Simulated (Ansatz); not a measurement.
`C[OH+][InH3-]`, relaxed with RKS PBE-D4/def2-SVP in Ansatz 0.2.0 from a rough embedded geometry. The force threshold is 0.03 eV/Å; the program also tests the step.

Total charge 0; spin multiplicity 1. In takes the def2 core potential.

Start:

```xyz
10

C    -0.638    0.599   -1.022
O     0.200   -0.454   -0.822
In    0.700   -0.381    1.121
H    -1.533    0.517   -0.429
H    -0.144    1.575   -0.913
H    -0.973    0.588   -2.161
H    -0.332   -1.296   -0.905
H    -0.738   -0.599    2.150
H     1.575    1.196    1.484
H     1.883   -1.747    1.498
```

**Question.** By how much does the energy fall, and how many steps does the optimiser take? (An estimate is asked.)

**Answer.** The calculation gave: 1.48 eV, in 13 steps, 2 of them rejected.

**Question.** Which bonds change most? (Best estimate.)

**Answer.** Ansatz gave: O2–In3 from 2.008 to 2.418 Å; In3–H10 from 1.846 to 1.753 Å; In3–H9 from 1.840 to 1.749 Å; C1–H6 from 1.187 to 1.111 Å.

**Question.** Give the relaxed structure. (Estimate.)

**Answer.** The calculation gave: 
```xyz
10

C    -0.770    0.605   -1.143
O     0.204   -0.372   -0.756
In    0.914   -0.399    1.555
H    -1.736    0.471   -0.608
H    -0.354    1.595   -0.874
H    -0.943    0.580   -2.239
H    -0.119   -1.263   -0.995
H    -0.729   -0.433    2.184
H     1.758    1.132    1.495
H     1.775   -1.916    1.379
```
